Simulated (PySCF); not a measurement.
Species: CH₂Cl₃Si, charge 0, multiplicity 2. It need not be the lowest isomer of its formula. 
Structure (B3LYP-D3(BJ)/def2-TZVP (Ansatz) minimum search):
SMILES: Cl[Si](Cl)(Cl)[CH2]
```xyz
7

C     -2.0911    -0.2217     0.0374
Si    -0.2839    -0.0336     0.0055
Cl     0.5294    -1.2719    -1.4065
Cl     0.2490     1.8930    -0.4555
Cl     0.5063    -0.4842     1.8392
H     -2.6700    -0.0064     0.9270
H     -2.6493    -0.5192    -0.8414
```
Charge 0, spin multiplicity 2.

Dispersion corrections to the total energy (kcal/mol) from the dftd3 and dftd4 libraries through PySCF: D3(BJ) without and D4 with the three-body term, each with the damping fitted for the functional named.

| functional | D3(BJ) | D4 |
|---|---|---|
| TPSSh | -7.24 | … |
| B2GP-PLYP | -5.84 | -2.69 |
| HSE06 | -4.59 | -5.03 |
| PBE0 | … | -5.33 |
| BLYP | -13.32 | -13.41 |
| B3LYP | … | -10.23 |
| LC-wPBE | -6.26 | -7.05 |

Problem. Complete the blanks.

Solution. 
- TPSSh, D4: -7.60
- PBE0, D3(BJ): -5.37
- B3LYP, D3(BJ): -11.08
